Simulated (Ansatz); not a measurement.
Isolated molecules relaxed with PBE0-D4/def2-TZVP in Ansatz; ΔE leaves out vibrations. CBS: MP2 limit from def2 TZ/QZ plus the TZ coupled-cluster correction, frozen cores. DFT in def2-TZVPP. For Ti outer-core shells are correlated without core-valence functions, which leaves a few kJ/mol of doubt a bond. Scalar relativity is left out up to krypton. One conformer a species, not always the lowest.

Reaction (redistribution): `C#[C][Ti]([Cl])([Cl])[Cl]` + `[NH2][Ti]([OH])([OH])[OH]` → `[NH2][Ti]([Cl])([Cl])[Cl]` + `C#[C][Ti]([OH])([OH])[OH]`

| species | PBE-D4 energy (Eh) |
| --- | --- |
| `C#[C][Ti]([Cl])([Cl])[Cl]` | -2306.23977 |
| `[NH2][Ti]([OH])([OH])[OH]` | -1132.73790 |
| `[NH2][Ti]([Cl])([Cl])[Cl]` | -2285.51588 |
| `C#[C][Ti]([OH])([OH])[OH]` | -1153.46865 |

Question: Work out ΔE.

Answer: ΔE = (-2285.51588) + (-1153.46865) − (-2306.23977) − (-1132.73790) = -0.00686 Eh = -18.0 kJ/mol. CCSD(T)/CBS gives -23.3 kJ/mol.

Largest T1 diagnostic among the species: 0.025, so the coupled-cluster value is less sure than usual.

Leaving LDA and LC-ωPBE aside and taking each functional with its dispersion term where it has one, the values, not all of them listed here, spread over 12.3 kJ/mol, from ωB97X-V to BLYP-D4. From BLYP to BHLYP (50 % exact exchange), in def2-TZVPP and without D4, ΔE moves by −8.7 kJ/mol. In def2-TZVPP, CCSD(T) changes the Hartree–Fock value by +8.0 kJ/mol (the triples alone add +2.4 kJ/mol) and MP2 by +10.1 kJ/mol.
